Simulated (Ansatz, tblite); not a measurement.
Cost and result up the ladder for Cu6As⁻ (7 atoms). Total charge -1; singlet. Geometry: B3LYP-D4/def2-SVPD.

```xyz
7

As   -1.828   -0.797    0.909
Cu   -0.554    0.140   -1.165
Cu    1.050    1.873   -0.380
Cu   -0.046   -1.996   -0.175
Cu   -1.108    1.493    0.750
Cu    1.811   -0.625   -1.043
Cu    0.675   -0.088    1.105
```

Ansatz on 4 threads of Arm Neoverse N1 on a shared host; xTB runs through tblite on one thread. Times are rough, summed over both states, and most runs start from the orbitals of an earlier one. No level here is sound enough to serve as a yardstick. The other state is a triplet.

The xTB rows come from tblite. HOMO above LUMO, or a gap near zero within one spin, warns that the state may not be the lowest or that an electron is smeared out. The structure comes from a short search, and lower isomers may exist.

xTB has no spin-polarisation term.

```tsv
level	functions	wall time	vertical triplet (eV)	remarks
GFN2-xTB	63	0.045 s	1.79	–
GFN1-xTB	63	0.047 s	0.89	–
PBE-D4/def2-SVP	218	52 s	0.60	HOMO above zero (singlet), HOMO above zero (triplet), gap within one spin near zero (triplet), restricted SCF unstable in HF (singlet)
r2SCAN-D4/def2-SVP (with forces)	218	100 s	0.56	HOMO above zero (singlet), HOMO above zero (triplet), restricted SCF unstable in HF (singlet)
```
